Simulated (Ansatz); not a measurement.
Program: Ansatz. Geometries: PBE0-D4/def2-TZVP. ΔE: electronic, gas phase. CBS: MP2 limit from def2 TZ/QZ plus the TZ coupled-cluster correction, frozen cores. This one scheme is used for every species. DFT in def2-TZVPP. For Se outer-core shells are correlated without core-valence functions, which leaves a few kJ/mol of doubt a bond. Scalar relativity is left out up to krypton. One conformer a species, not always the lowest.

Reaction (ligand exchange at a B–O bond): `CB(O)O` + H₂Se → `CB(O)[SeH]` + H₂O

| level | ΔE (kJ/mol) |
| --- | --- |
| LDA (SPW92) | 61.4 |
| r2SCAN0 | 61.5 |

Q: What does CCSD(T)/CBS give? (An estimate is asked.)

A: Ansatz gave: +53.7 kJ/mol. The listed levels differ from it by 7.7, 7.8 kJ/mol.

Q: What do rigid-rotor, harmonic-oscillator terms from PBE0-D4/def2-TZVP frequencies (298.15 K, 1 bar) make of the CCSD(T)/CBS value? (Best estimate.)

A: Ansatz gave: ΔZPE = +3.7 kJ/mol, ΔH = +59.1 kJ/mol, ΔS = -4 J/(mol·K), ΔG = +60.2 kJ/mol. Modes under 50 cm⁻¹ make the entropy rough.

Largest T1 diagnostic among the species: 0.012.

The D4 term adds −6.3 kJ/mol with B3LYP and −3.3 kJ/mol with PBE0; it sums over pairs of atoms, weighted by their polarisabilities, and B3LYP, whose exchange is more repulsive, gets the larger term. Leaving LDA and LC-ωPBE aside and taking each functional with its dispersion term where it has one, the values, not all of them listed here, spread over 20.1 kJ/mol, from revPBE-D4 to CAM-B3LYP-D4. LDA lies +4.6 kJ/mol from PBE without D4. In def2-TZVPP, CCSD(T) changes the Hartree–Fock value by −20.0 kJ/mol (the triples alone add −3.2 kJ/mol) and MP2 by −26.5 kJ/mol.

B3LYP here is the variant with VWN-RPA as its local correlation; programs differ in this.
